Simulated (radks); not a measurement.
The numbers below are computed, except where a source is named.
Q: Successive ionisation energies (eV) of one element, from differences of total energies of ions in their ground configurations, starting at charge 0: 14.998, 30.170, 47.761, 76.213, 97.699, 547.25, 659.90. Code: a radial shooting solver on a logarithmic mesh with Libxc functionals. Model: scalar-relativistic Kohn-Sham, LDA (Slater exchange, VWN5 correlation), spin-polarised, spherical densities, finite nucleus; open shells are filled with parallel spins first; Fermi nuclear charge, rms radius 2.5582 fm. Which element is it?

A: Nitrogen (Z = 7). The first species listed is N in [He] 2s2 2p3, the last N6+ in 1s1.
